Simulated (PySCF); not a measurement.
**Fe¹²⁺ (iron, charge +12): UHF calculation**

Configuration: [Ne] 3s2 3p2, high-spin 3P determinant. Calculation: PySCF 2.14, in an uncontracted even-tempered set (17 s from 0.69 bohr⁻², ratio 2.5; 11 p from 0.9 bohr⁻², ratio 2.5; 5 d from 5 bohr⁻², ratio 2.7; 4 f from 7.5 bohr⁻², ratio 2.7); no relativity, point nucleus.

| Quantity | Value |
| --- | --- |
| Total energy | -1201.428363 hartree |
| One-electron energy | -1470.3930 hartree |
| Hartree (Coulomb) energy | 313.6282 hartree |
| Exchange energy | -44.6635 hartree |
| Kinetic energy | 1201.40926 hartree |
| ⟨S²⟩ | 2.0031 |
| ⟨L²⟩ | 2.009 |
| Sum of ⟨r⟩ | 4.886 bohr |
| Sum of ⟨r²⟩ | 2.866 bohr² |
| Traceless quadrupole moment −½Σ⟨3z² − r²⟩ along its main axis | 0.228 e·bohr² |
| Density at the nucleus (Gaussians lack the cusp) | 11800 bohr⁻³ |
| Spin density at the nucleus | 0.557 bohr⁻³ |

```
shell  electrons  mean orbital energy (eV)  spread (eV)  rms radius, mean of both spins (bohr)
 1s α          1                   -7466.3            0                                 0.0684
 1s β          1                   -7463.3            0                                 0.0684
 2s α          1                   -1211.6            0                                  0.288
 2s β          1                   -1209.4            0                                  0.288
 2p α          3                   -1090.3        1.975                                  0.258
 2p β          3                   -1086.2        2.489                                  0.258
 3s α          1                   -396.36            0                                  0.757
 3s β          1                   -380.93            0                                  0.757
 3p α          2                   -358.16            0                                  0.756
```

Spin-orbit constants ζ (cm⁻¹) from the X2C one-electron operator on these orbitals (non-relativistic here): bare nucleus, nucleus screened by l(l+1)(2l+1)/3 electrons, and screened by the Breit-Pauli mean field of the electrons.

| shell | bare | screened nucleus | mean field |
| --- | --- | --- | --- |
| 2p | 69520 | 64170 | 61740 |
| 3p | 12440 | 11490 | 11030 |

To first order the Landé constant is A = 5513 cm⁻¹, so the lowest level has J = 0 and lies 1.37 eV below the centre of the term. This holds in LS coupling only.
